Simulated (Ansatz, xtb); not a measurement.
**CH3BBrMg: where a starting geometry ends**

The starting geometry of this gas-phase doublet was built from a drawn formula by distance geometry and a force field; its bonds are those of `[BH][CH2][Mg][Br]`.

```xyz
7

C    -0.1970   -0.2768    2.2353
B    -0.0227   -1.5671    3.0853
Br    2.6472    3.1173    3.6550
Mg    1.0588    1.2848    2.8687
H     0.3210   -2.6281    2.5727
H    -0.0640   -0.5069    1.1479
H    -1.2708    0.0362    2.3189
```

**Question.** Where would you expect an optimisation with r2SCAN-D4/def2-SVP to take it?

**Answer.** A new bond forms, giving a structure given below by its coordinates. Contacts that close: B2–Mg4 (3.06 → 2.32 Å).

The energy falls by 0.75 eV over 13 steps:

```tsv
step	E − E(last) (eV)
1	0.748
2	0.425
4	0.168
5	0.082
6	0.028
8	0.006
9	0.002
10	0.000
12	0.000
13	0.000
```

Final geometry (Å):

```yaml
atoms:
  - { symbol: C, position_ang: [-0.4110, -0.3563, 2.0084] }
  - { symbol: B, position_ang: [0.1750, -1.3011, 2.9519] }
  - { symbol: Br, position_ang: [2.3491, 2.7609, 3.6503] }
  - { symbol: Mg, position_ang: [1.1590, 0.7956, 3.1252] }
  - { symbol: H, position_ang: [0.7304, -2.3682, 2.9232] }
  - { symbol: H, position_ang: [-0.4725, -0.5649, 0.9265] }
  - { symbol: H, position_ang: [-1.0574, 0.4934, 2.2984] }
```

From the same start GFN2-xTB ends elsewhere, differing in C1–Mg4 (2.76 against 2.24 Å here).

The end wasn't checked by frequencies. Open shells are spin-unrestricted. Run with Ansatz 0.2.0, 97 s on 2 threads of Arm Neoverse V1 (shared host).
